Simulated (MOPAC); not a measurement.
Input for MOPAC: PM3 on SO+, 2S+1 = 2, a spin state set in the input, which need not be the lowest, a point of a bond scan (R = 1.500 Å). Charge +1.

```
PM3 1SCF PRECISE CHARGE=1 UHF MS=0.5 THREADS=1
OS

O      0.00000000 1     0.00000000 1     0.00000000 1
S      0.00000000 1     0.00000000 1     1.49972200 1
```

Program output:

```
*******************************************************************************
 **                                                                           **
 **                              MOPAC v23.2.5                                **
 **                                                                           **
 *******************************************************************************
 ** MOPAC's Digital Object Identifier: https://doi.org/10.5281/zenodo.6511958 **
 **                                                                           **
 ** Please cite the open-source release paper for use of this MOPAC version:  **
 ** J. E. Moussa and J. J. P. Stewart (2026)                                  **
 ** MOPAC: An open-source semiempirical molecular orbital program             **
 ** J. Open Source Softw., 11(119), 8025, https://doi.org/10.21105/joss.08025 **
 *******************************************************************************

                              PM3 CALCULATION RESULTS

 *******************************************************************************
 *  PM3        - The PM3 Hamiltonian to be used
 *  UHF        - UNRESTRICTED HARTREE-FOCK CALCULATION
 *
 *
 *
 *                 CHARGE ON SYSTEM = +1
 *
 *
 *
 *  MS=        - IN MECI, MAGNETIC COMPONENT OF SPIN =  0.5
 *  PRECISE    - TIGHTER CRITERIA TO BE USED
 *  1SCF       - DO 1 SCF AND THEN STOP
 *  THREADS=1  - MULTI-THREADING NOT USED
 *  T=         - A TIME OF 172800.0 SECONDS REQUESTED
 *  DUMP=N     - RESTART FILE WRITTEN EVERY 7200.0 SECONDS REQUESTED
 *******************************************************************************
PM3 1SCF PRECISE CHARGE=1 UHF MS=0.5 THREADS=1
 OS

   ATOM   CHEMICAL          X               Y               Z
  NUMBER   SYMBOL      (ANGSTROMS)     (ANGSTROMS)     (ANGSTROMS)

     1       O          0.00000000  *   0.00000000  *   0.00000000  *
     2       S          0.00000000  *   0.00000000  *   1.49972200  *



          CARTESIAN COORDINATES

    NO.       ATOM           X           Y           Z

     1         O          0.0000      0.0000      0.0000
     2         S          0.0000      0.0000      1.4997

  O: (PM3): J. J. P. STEWART, J. COMP. CHEM. 10, 209 (1989).
  S: (PM3): J. J. P. STEWART, J. COMP. CHEM. 10, 209 (1989).

           Empirical Formula: O S  =     2 atoms



      MOLECULAR POINT GROUP   :   C*v


          UHF CALCULATION, NO. OF ALPHA ELECTRONS =    6
                           NO. OF BETA  ELECTRONS =    5

 -------------------------------------------------------------------------------
 PM3 1SCF PRECISE CHARGE=1 UHF MS=0.5 THREADS=1
 OS



     1SCF WAS SPECIFIED, SO BFGS WAS NOT USED
     SCF FIELD WAS ACHIEVED


                              PM3 CALCULATION
                                                       MOPAC v23.2.5 Linux




          FINAL HEAT OF FORMATION =        225.62391 KCAL/MOL =     944.01043 KJ/MOL


          COSMO AREA              =         67.47 SQUARE ANGSTROMS
          COSMO VOLUME            =         50.46 CUBIC ANGSTROMS

          IONIZATION POTENTIAL    =         18.109112 EV
          ALPHA SOMO LUMO (EV)    =        -18.109 -9.949
          BETA  SOMO LUMO (EV)    =        -19.981 -9.639
          NO. OF ALPHA ELECTRONS  =          6
          NO. OF BETA  ELECTRONS  =          5
          MOLECULAR WEIGHT        =         48.0594         POINT GROUP:  C*v

          MOLECULAR DIMENSIONS (Angstroms)

            Atom       Atom       Distance
            S     2    O     1     1.49972
            S     2    O     1     0.00000
            O     1    S     2     0.00000


          SCF CALCULATIONS        =          1





   ATOM   CHEMICAL          X               Y               Z
  NUMBER   SYMBOL      (ANGSTROMS)     (ANGSTROMS)     (ANGSTROMS)

     1       O          0.00000000  *   0.00000000  *   0.00000000  *
     2       S          0.00000000  *   0.00000000  *   1.49972200  *

                             CARTESIAN COORDINATES

   1    O        0.000000000     0.000000000     0.000000000
   2    S        0.000000000     0.000000000     1.499722000


           Empirical Formula: O S  =     2 atoms



      MOLECULAR POINT GROUP   :   C*v


          ALPHA EIGENVALUES
 -44.56340 -29.75275 -23.70024 -22.01629 -21.81221 -18.10911  -9.94896  -7.09500


           BETA EIGENVALUES
 -44.04148 -27.30660 -22.77395 -21.99872 -19.98086  -9.63910  -8.83371  -6.17815


              NET ATOMIC CHARGES AND DIPOLE CONTRIBUTIONS

  ATOM NO.   TYPE          CHARGE      No. of ELECS.   s-Pop       p-Pop
    1          O          -0.130929        6.1309     1.88420     4.24673
    2          S           1.130929        4.8691     1.92240     2.94668
 DIPOLE           X         Y         Z       TOTAL
 POINT-CHG.     0.000     0.000     3.341     3.341
 HYBRID        -0.000     0.000    -1.047     1.047
 SUM           -0.000     0.000     2.294     2.294


          ATOMIC ORBITAL ELECTRON POPULATIONS

     Atom    s        px        py        pz
    1  O   1.88420   1.78850   1.17837   1.27986
    2  S   1.92240   1.21150   0.82163   0.91355


                    (SZ)    =    0.500000
                    (S**2)  =    0.917242


          ATOMIC ORBITAL SPIN POPULATIONS

    Atom   Total    s     px     py     pz
         Atomic
    1  O -0.2414  0.007  0.211 -0.393 -0.067
    2  S  1.2414  0.020  0.789  0.393  0.040

 **********************
 *                    *
 * JOB ENDED NORMALLY *
 *                    *
 **********************




 == MOPAC DONE ==
```

The run finished. Its determinant has ⟨S²⟩ = 0.92, a mixture of spin states.

Cost: about 0.010 core-seconds (a rough figure).
